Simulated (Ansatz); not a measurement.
Ansatz results at the PBE0-D4/def2-TZVP geometry: HOMO–LUMO gap (PBE0/def2-TZVPP) 6.97 eV; HOMO energy (PBE/def2-TZVPP) -5.00 eV; size of the dipole moment (PBE/def2-TZVPP) 1.58 D.

Question: Which molecule gave them?
A. `BrC1=C[B]1[SnH3]`
B. `C=C/C=C\O`
C. `[AlH2][SiH2][SiH2][SiH3]`
D. `CC1=COC1`

Answer: D. The others give `C=C/C=C\O`: 5.60, -5.19, 0.50; `[AlH2][SiH2][SiH2][SiH3]`: 5.83, -6.20, 1.49; `BrC1=C[B]1[SnH3]`: 6.93, -6.53, 1.33.
